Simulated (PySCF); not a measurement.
Bonding in `F[B-](F)(F)F`

Compound: BF4 (charge -1).
SMILES with atom numbers: `[F:1][B-:2]([F:3])([F:4])[F:5]`

Structure used (PBE0-D3(BJ)/def2-SVP), in Å, numbered top down from 1:
```xyz
5
BF4 angstrom
F      0.892    0.519   -0.976
B      0.018   -0.021   -0.019
F     -0.833   -0.953   -0.634
F      0.763   -0.659    0.985
F     -0.748    1.009    0.548
```

Bond orders from the PBE0/pcSseg-1 density (PySCF). Isolated species at its PBE0-D3(BJ)/def2-SVP geometry, gas phase. The pcSseg-1 basis has no diffuse functions, a weakness for an anion.

Question: How far do the computed orders between heavy atoms stray from the drawn ones?

Answer: The largest departure is 0.098, at F1–B2 (drawn single, 0.902), B2–F3 (drawn single, 0.902), B2–F5 (drawn single, 0.902) and B2–F4 (drawn single, 0.903).

Question: Set the Mayer orders of the bonds beside their lengths.

Answer: 
| bond | drawn as | length (Å) | Mayer order |
| --- | --- | --- | --- |
| F1–B2 | single | 1.404 | 0.902 |
| B2–F3 | single | 1.404 | 0.902 |
| B2–F4 | single | 1.403 | 0.903 |
| B2–F5 | single | 1.404 | 0.902 |

Question: Sum the orders of all bonds at each heavy atom with more than one neighbour and set the sums beside the valence in the SMILES.

Answer: B2 3.609 (drawn 4). Orders between atoms that aren't bonded are not in these sums.

Mayer orders depend on the basis set.

These values come from a run that also computed NMR shieldings. Hardware: an Arm Neoverse N1 with one thread, shared host. Cost: 7.4 s wall (grids of density and orbitals included), 0.38 GiB resident at most.
